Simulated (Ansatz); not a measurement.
Basis-set extrapolation for CH6AlFSi, SMILES `F[CH]([AlH2])[SiH3]` (PBE0-D4/def2-TZVP geometry, frozen core, Ansatz 0.2.0). Multiplicity 1, RHF reference.

```json
{"": "HF", "def2-TZVPP": "-671.687944", "def2-QZVPP": "-671.710540"}
{"": "MP2 correlation", "def2-TZVPP": "-0.628257", "def2-QZVPP": "-0.679235"}
{"": "CCSD(T) correlation", "def2-TZVPP": "-0.698524", "def2-QZVPP": "not run"}
```

Energies in hartree. Use E(X) = E(∞) + A·exp(−7.88·√X) for Hartree–Fock and E(X) = E(∞) + B·X^(−2.97) for correlation, with X = 3 and 4, and add CCSD(T) minus MP2 of the smaller set to the MP2 limit.

What is the CCSD(T) energy at the basis-set limit?

HF limit: -671.710540 + (-0.022596) × 0.13774 = -671.71365. MP2 limit: -0.679235 + (-0.050978) × 0.74074 = -0.71700. Higher-order term: -0.698524 − (-0.628257) = -0.07027. Total: -672.50092 hartree, 71.8 kcal/mol below CCSD(T)/def2-TZVPP.
